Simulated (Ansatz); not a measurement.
Geometry optimisation, RKS PBE-D4/def2-SVPD in Ansatz 0.2.0.

The input (input.yaml):

```yaml
crystal:
  periodic: [false, false, false]
  atoms:
    - { symbol: C, position_ang: [-0.74339, -0.51504, -0.61507] }
    - { symbol: C, position_ang: [0.30355, -0.06266, -1.03472] }
    - { symbol: Zn, position_ang: [0.31456, 0.41799, 1.17852] }
    - { symbol: H, position_ang: [-1.69381, -0.97653, -0.44641] }
    - { symbol: H, position_ang: [-0.87161, -0.79863, -1.65969] }
    - { symbol: H, position_ang: [0.66824, 0.8809, 2.52399] }
total_charge: 1
basis:
  gaussian: { orbitals: def2-SVPD }
hamiltonian:
  xc: pbe
  dispersion: d4
relax:
  f_tol: 0.02
  max_steps: 50
```

Run as:

```bash
$ ansatz run input.yaml --threads 2 --pin off --max-ram 3072MiB --backend cpu --events-out ev --progress --plain --runs-dir out
```

Problem. Where does it end, and by what steps?

Solution. It converged. After 14 steps the energy has fallen by 2.724 eV; C2 moved furthest, 1.27 Å. Joined: C2–H5 (1.52 → 1.26 Å).

```
step  energy less start (eV)  largest force component (eV/Å)  accepted
   0                  0.0000                           5.088       yes
   1                 -0.5887                           1.353       yes
   2                 -1.0187                           3.998       yes
   3                 -1.4603                           4.451       yes
   4                 -1.9750                           2.925       yes
   5                 -2.2746                           2.203       yes
   6                 -2.4979                           0.602       yes
   7                 -2.5895                           0.345       yes
   8                 -2.6808                           0.424       yes
   9                 -2.7188                           0.192       yes
  10                 -2.7225                           0.088       yes
  11                 -2.7230                           0.104       yes
  12                 -2.7239                           0.091       yes
  13                 -2.7240                           0.021       yes
  14                 -2.7241                           0.002       yes
```

```xyz
6
Properties=species:S:1:pos:R:3
C -1.308 -0.934 -0.814
C -0.506 -0.302 -0.089
Zn 0.628 0.624 1.288
H -1.996 -1.480 -1.468
H -0.289 -0.263 -1.333
H 1.448 1.301 2.362
```

Whether the end is a true minimum wasn't checked by a vibrational analysis.

Time of the run: 16 s on 2 threads of AMD EPYC 7R13 Processor (Zen 3), with other jobs on the host, peak memory 0.14 GiB.
